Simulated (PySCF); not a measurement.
C₆H₁₁O (doublet state).
Cartesian coordinates in Å at the GFN2-xTB level; atoms count from 1:
```
atom  x, y, z in Å
C1    -1.9583    1.4510   -0.4383
C2    -1.6449    0.2514    0.0212
C3    -1.2154   -0.9029   -0.8419
C4     0.2310   -1.1737   -0.6083
O5     0.5004   -2.1097    0.3673
C6     1.3024   -0.2254   -1.0128
C7     1.7181    0.7494    0.1064
H8    -2.2130    2.2667    0.2178
H9    -1.9809    1.6648   -1.4945
H10   -1.6229    0.0568    1.0848
H11   -1.3911   -0.6633   -1.8928
H12   -1.7798   -1.7975   -0.5725
H13    1.4408   -2.0938    0.5740
H14    2.1926   -0.7876   -1.3233
H15    0.9540    0.3515   -1.8699
H16    2.0568    0.2077    0.9877
H17    0.8734    1.3715    0.3895
H18    2.5279    1.3895   -0.2356
```

The hyperfine couplings belong to this conformer and change with its torsions.

Identity: `C=CC[C](O)CC` [radical].

Theory: UKS B3LYP, pcH-1 on C H O, non-relativistic, mean-field spin-orbit, GIAO (PySCF). One conformer (not necessarily the lowest) at the GFN2-xTB geometry, without solvent, vibrations or thermal averaging. Couplings are sensitive to structure, and on GFN2-xTB geometries they can be far from those on DFT ones. The SCF solution wasn't tested for stability.

Question: Give the principal g shifts and their parts.

Answer: 
```json
{"Δg (ppm)": "relativistic mass correction", "1": "-198", "2": "-198", "3": "-198"}
{"Δg (ppm)": "gauge correction", "1": "-3", "2": "47", "3": "43"}
{"Δg (ppm)": "orbital Zeeman/spin–orbit", "1": "-17", "2": "927", "3": "1893"}
{"Δg (ppm)": "total", "1": "-218", "2": "777", "3": "1739"}
```

So g = 2.00210, 2.00310, 2.00406 and g_iso = 2.00309; the tensor is rhombic: the two nearest values differ by 49 % of g3 − g1. Axes: g3 points within 5° of the O5–H13 bond.

Question: What are the electron Larmor frequencies g μB B/h along the three axes at 330 mT?

Answer: 9.2472, 9.2518, 9.2563 GHz for g1, g2 and g3, a range of 9.0 MHz.

Question: At 94.255 GHz, how far is the centre of the isotropic spectrum from where a free electron (g = 2.002319) resonates?

Answer: B = hν/(g μB) with μB/h = 13.99624 MHz/mT gives 3363.25 mT for the free electron and 3361.97 mT at g_iso, 1.29 mT lower.

Question: In a frozen sample, at which fields do the three g values resonate at 9.5, 34, 94 and 263 GHz (hyperfine left aside), and which band first spreads them over more than twice a line width of 1.0 mT?

Answer: 
```csv
band,GHz,B(g3) mT,B(g2) mT,B(g1) mT,spread mT
X,9.5,338.69,338.85,339.02,0.33
Q,34.0,1212.15,1212.73,1213.34,1.18
W,94.0,3351.24,3352.85,3354.52,3.28
J,263.0,9376.35,9380.86,9385.52,9.16
```

The spread grows in proportion to the frequency. W band is the first where it exceeds 2.0 mT.

Largest spin populations (Mulliken): C4 (+0.85) and O5 (+0.11). C4 is the only atom above +0.15. The angles at C4 add up to 356.8°, so it is nearly planar.

The HOMO–LUMO gaps are 4.44 eV among the α and 6.40 eV among the β orbitals.
